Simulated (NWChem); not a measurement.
# SiHOClF₂; SMILES O[Si](F)(F)Cl

```xyz
6

O      1.3247    -0.9577     0.7253
Si     0.0059    -0.3443     0.0051
F     -1.3408    -0.8112     0.7335
F     -0.0294    -0.9182    -1.4821
Cl     0.0023     1.6851    -0.0416
H      1.6127    -0.6013     1.5703
```
Atoms are numbered in this order, from 1.

All runs: NWChem. Geometry: optimised at PBE0/def2-SVP. B3LYP is NWChem's, with the RPA form of VWN correlation. Vertical excitations in the gas phase; the lowest state need not have the same character in each row.

| level | lowest excitation, singlet (eV) | oscillator strength of that lowest state | lowest state with f > 0.02, singlet (eV) | oscillator strength of that bright state | orbital gap (eV) |
|---|---|---|---|---|---|
| PBE/def2-SVP, TDA | 7.80 | 0.012 | 8.50 | 0.028 | 7.62 |
| B3LYP/def2-SVP, TDA | 8.41 | 0.018 | 9.15 | 0.046 | 9.57 |
| CAM-B3LYP/def2-SVP, TDA | 8.82 | 0.022 | 8.82 | 0.022 | 12.60 |
| Hartree-Fock/def2-SVP, CIS | 10.54 | 0.033 | 10.54 | 0.033 | 17.45 |
